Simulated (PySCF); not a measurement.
## Vibration and rotation of SrF

UHF-CCSD(T) constants of SrF, ²Σ⁺ (doublet), unpaired electrons σ ↑ (basis Sr def2-SVPD with ECP28, F def2-SVPD; scalar-relativistic core potentials; PySCF 2.14; masses 87.9056 and 18.9984 u):

| Property | Result |
| --- | --- |
| ωe | 498.7 cm⁻¹ |
| ωexe | 2.19 cm⁻¹ |
| Be | 0.23592 cm⁻¹ |
| αe | 0.00146 cm⁻¹ |
| D (centrifugal) | 2.11e-07 cm⁻¹ |
| De to Sr + F | 5.48 eV |

(1) Give the vibrational terms G(v) and spacings up to v = 6.

(2) How well does the Morse estimate ωe²/(4ωexe) reproduce De, and what is D0?

Correlated steps freeze 1 core orbital. Correlated levels converge slowly with the basis: in double zeta they bind strong bonds too weakly, by up to about 1 eV, and carry superposition errors of some tenths. Spin–orbit coupling is left out. The state was picked by a PBE0 search and need not be the measured ground state.

Answers

(1) G(v) = ωe(v+½) − ωexe(v+½)².

| v | G(v) (cm⁻¹) | G(v) − G(v−1) | Bv (cm⁻¹) |
| --- | --- | --- | --- |
| 0 | 248.8 |  | 0.2352 |
| 1 | 743.1 | 494.3 | 0.2337 |
| 2 | 1233.1 | 489.9 | 0.2323 |
| 3 | 1718.6 | 485.6 | 0.2308 |
| 4 | 2199.8 | 481.2 | 0.2293 |
| 5 | 2676.6 | 476.8 | 0.2279 |
| 6 | 3149.0 | 472.4 | 0.2264 |

(2) It gives 3.52 eV, 64 % of the computed De. D0 = De − G(0) = 5.48 − 0.03 = 5.45 eV.
